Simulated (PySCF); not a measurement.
# Dipole response of Cs⁻ (caesium, charge -1)

[Xe] 6s2, closed-shell 1S. All numbers are calculated (PySCF 2.14, the spin-free X2C one-electron Hamiltonian (Gaussian nucleus), in aug-cc-pVQZ-X2C (10s9p7d4f2g, 118 functions)). Coupled (time-dependent) response in atomic units; α is the mean over directions.

```csv
method,mean α (bohr³),C₆ (like pair),S(−4)
UHF,3222,169700,8596000
```

S(−4) is the Cauchy moment in α(ω) = α(0) + S(−4) ω² + …

α(iu) at UHF:

```
u (hartree)  α(iu) (bohr³)
          0           3222
     0.0500          598.2
      0.100          199.9
      0.200          64.20
      0.300          35.46
      0.500          18.33
      0.750          10.95
       1.00          7.399
       1.50          4.050
       2.00          2.572
       3.00          1.333
       5.00         0.5676
```

For an ion, C₆ is the dispersion term alone; charge-induced terms of lower order in 1/R come first.

Spin-orbit coupling, which splits the p, d and f shells strongly at this Z, is absent. The outer electron is barely bound at this level, so radii and moments hang on the diffuse functions.
